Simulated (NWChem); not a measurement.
# C2H6OSe; SMILES O(C[SeH])C

```xyz
10

C     -0.8030     2.2036     0.0742
O      0.4383     1.7055    -0.3926
C      0.9103     0.5947     0.2871
Se    -0.0549    -1.1457    -0.0697
H     -1.0031     3.1207    -0.4836
H     -0.7618     2.4353     1.1502
H     -1.6133     1.4849    -0.1076
H      0.9065     0.7308     1.3759
H      1.9260     0.4075    -0.0621
H     -1.0539    -0.9794     1.0126
```
Atoms are numbered in this order, from 1.

Results from NWChem. Geometry: optimised at B3LYP/6-31G* (spherical d). GIAO values for the isolated, static molecule; σ is the absolute isotropic shielding, δ = σ(reference) − σ with the isolated reference molecule computed at the same levels (13C: tetramethylsilane, 1H: tetramethylsilane, 17O: water). Spin-orbit effects, on the heavy nuclei and on their neighbours, are missing.

What does the run give for LDA (Slater exchange, VWN5)/pcSseg-1? Quantities: δ C1 (ppm); δ O2 (ppm); δ C3 (ppm); δ H5 (rotor mean) (ppm); δ H8 (ppm); δ H9 (ppm); δ H10 (ppm).

The δ C1 (ppm) comes out as 59.3. The δ O2 (ppm) is 66.8 and the δ C3 (ppm) is 86.4. The δ H5 (rotor mean) (ppm) is 3.31 and the δ H8 (ppm) comes out as 5.14. The δ H9 (ppm) comes out as 5.51 and the δ H10 (ppm) comes out as 2.95.
